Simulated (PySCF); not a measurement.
C2H8BFN2, SMILES CN(C)B(N)F.

Geometry optimised at B3LYP-D3(BJ)/def2-SVP. The values are those of a single conformer.

The numbers are results of TDDFT-ωB97X/def2-SVPD run with PySCF, not measurements.

Vertical excitations. The molecule is in vacuum.

| state | energy (eV) | λ (nm) | f | main pairs |
|---|---|---|---|---|
| S1 | 6.39 | 194 | 0.025 | HOMO→LUMO 87 % |
| S2 | 7.34 | 169 | 0.002 | HOMO→LUMO+1 45 %, HOMO−1→LUMO 25 %, HOMO→LUMO+2 14 %, HOMO→LUMO+3 8 % |
| S3 | 7.82 | 159 | 0.011 | HOMO→LUMO+2 62 %, HOMO→LUMO+1 26 % |
| S4 | 8.21 | 151 | 0.312 | HOMO→LUMO+4 69 % |
| S5 | 8.22 | 151 | 0.092 | HOMO→LUMO+3 28 %, HOMO−1→LUMO 17 %, HOMO→LUMO+2 15 %, HOMO→LUMO+4 15 % |
| S6 | 8.38 | 148 | 0.027 | HOMO→LUMO+5 33 %, HOMO→LUMO+3 27 %, HOMO−1→LUMO 17 %, HOMO−1→LUMO+1 5 % |
| S7 | 8.76 | 142 | 0.004 | HOMO→LUMO+5 27 %, HOMO→LUMO+6 17 %, HOMO−1→LUMO 13 %, HOMO−1→LUMO+5 12 % |
| S8 | 8.98 | 138 | 0.006 | HOMO→LUMO+6 35 %, HOMO→LUMO+7 31 %, HOMO→LUMO+5 7 %, HOMO→LUMO+3 6 % |
| S9 | 9.30 | 133 | 0.038 | HOMO→LUMO+9 71 % |
| S10 | 9.31 | 133 | 0.008 | HOMO→LUMO+8 60 % |
| T1 | 6.35 | 195 | 0 | HOMO→LUMO 86 % |
| T2 | 7.15 | 174 | 0 | HOMO→LUMO+4 40 %, HOMO→LUMO+9 17 %, HOMO→LUMO+1 12 %, HOMO−1→LUMO 7 % |
| T3 | 7.27 | 171 | 0 | HOMO→LUMO+1 29 %, HOMO−1→LUMO 20 %, HOMO→LUMO+4 19 %, HOMO→LUMO+9 7 % |
| T4 | 7.77 | 160 | 0 | HOMO→LUMO+2 56 %, HOMO→LUMO+1 29 % |
Triplets are in the Tamm–Dancoff approximation, which puts them higher than full response would, so one can lie above its singlet here.
